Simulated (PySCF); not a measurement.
Vertical excitations of a molecule C₅H₆Se from TDA-PBE/def2-SVPD (PySCF 2.14.0), as energy in eV (oscillator strength): 3.29 (0.000), 4.04 (0.323), 4.74 (0.010), 5.03 (0.003), 5.11 (0.031), 5.48 (0.009), 5.72 (0.001), 5.80 (0.001), 5.93 (0.002), 6.00 (0.290). Lowest triplet (TDA): 2.55 eV. Geometry optimised at B3LYP-D3(BJ)/def2-SVP. One conformer was computed; it need not be the lowest.

Q: Which structure fits?
A) C#CC1C[Se]C1
B) C=CC1=C[Se]C1
C) C#C[C@H]1C[C@H]1[SeH]
D) C#CC[Se]C=C

A: B, C=CC1=C[Se]C1
